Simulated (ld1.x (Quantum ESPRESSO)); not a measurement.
## Plane-wave convergence, TM potential for barium (Ba)

```
Element                 : barium
Generator               : ld1.x (Quantum ESPRESSO) 7.5
Type                    : norm-conserving Troullier–Martins (Kleinman–Bylander form)
Functional              : Wu–Cohen
Relativity              : scalar-relativistic
Frozen core             : [Xe]
Valence charge          : 2
Reference configuration : 5d0.5 6s1.5 6p0
Partial waves           : 6p (bound, empty): rc 4.20 bohr; 5d (bound): rc 3.00 bohr; 4f channel at -0.05 Ry: rc 4.35 bohr; 6s (bound): rc 4.20 bohr
Local potential         : the s channel
Core correction         : Bessel-smoothed model core, default radius (core density twice the valence density)
```

The pseudo-atom Hamiltonian at the reference potential is diagonalised in spherical Bessel functions j_l(qr) that vanish at 20 bohr, with q² up to the cutoff. All-electron valence levels (Ry): 6p -0.0796, 5d -0.1213, 6s -0.2206.

Problem. How do the lowest levels (Ry) of each channel move with the cutoff, and are there ghosts?

Solution.

| cutoff (Ry) | p #1 | p #2 | d #1 | d #2 | f #1 | s #1 | s #2 | Σ f·Δε (mRy) |
| --- | --- | --- | --- | --- | --- | --- | --- | --- |
| 8 | -0.0794 | 0.0466 | -0.1161 | 0.0428 | 0.0829 | -0.2206 | 0.0044 | 2.7 |
| 10 | -0.0794 | 0.0466 | -0.1202 | 0.0423 | 0.0826 | -0.2206 | 0.0044 | 0.6 |
| 12 | -0.0795 | 0.0466 | -0.1211 | 0.0422 | 0.0823 | -0.2206 | 0.0044 | 0.1 |
| 15 | -0.0795 | 0.0466 | -0.1212 | 0.0422 | 0.0821 | -0.2206 | 0.0044 | 0.0 |
| 400 | -0.0795 | 0.0466 | -0.1213 | 0.0422 | 0.0821 | -0.2206 | 0.0044 | 0.0 |

Result: no extra level below or beside the all-electron valence levels (p, d, f, s tested); 10 mRy is reached at 8 Ry and 1 mRy at 10 Ry.
